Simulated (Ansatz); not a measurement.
Basis sets compared for Ca4O3. Charge 0, multiplicity 1. Geometry r2SCAN-D4/def2-SVP. Ansatz on 4 threads of Arm Neoverse V2 on a shared host; times are rough, and most runs start from earlier orbitals.

```csv
atom,x (Å),y (Å),z (Å)
Ca1,1.5092,-0.9156,-1.1973
Ca2,0.5871,0.5450,1.4124
Ca3,-0.8483,1.5650,-1.1747
Ca4,-1.5319,-1.4582,0.2761
O5,0.5721,-1.4822,0.6351
O6,1.1571,1.1051,-0.6062
O7,-1.4452,0.6408,0.6546
```

The restricted singlet is unstable towards broken spin symmetry in Hartree–Fock (as tested in another run); at PBE-D4/def2-SVP, PBE-D4/def2-TZVP, PBE0-D4/def2-SVP, PBE0-D4/def2-TZVP this wasn't settled. The structure comes from a short search, and lower isomers may exist.

Binding counts from free atoms (Ca singlet, O triplet) in the same basis, without a counterpoise term.

```json
{"level": "PBE-D4/def2-SVP", "functions": "138", "energy (Eh)": "-2934.7714", "HOMO (eV)": "-2.58", "LUMO (eV)": "-1.54", "binding per atom (eV)": "4.12", "wall time": "2.6 s"}
{"level": "PBE0-D4/def2-SVP", "functions": "138", "energy (Eh)": "-2934.9158", "HOMO (eV)": "-2.90", "LUMO (eV)": "-1.09", "binding per atom (eV)": "3.81", "wall time": "3.8 s"}
```

(1) Estimate the rows for PBE-D4/def2-TZVP (with forces), PBE0-D4/def2-TZVP.

## Answers

(1) 
```tsv
level	functions	energy (Eh)	HOMO (eV)	LUMO (eV)	binding per atom (eV)	wall time
PBE-D4/def2-TZVP (with forces)	237	-2935.3688	-2.60	-1.54	3.98	5 s
PBE0-D4/def2-TZVP	237	-2935.5089	-2.93	-1.10	3.69	9.5 s
```
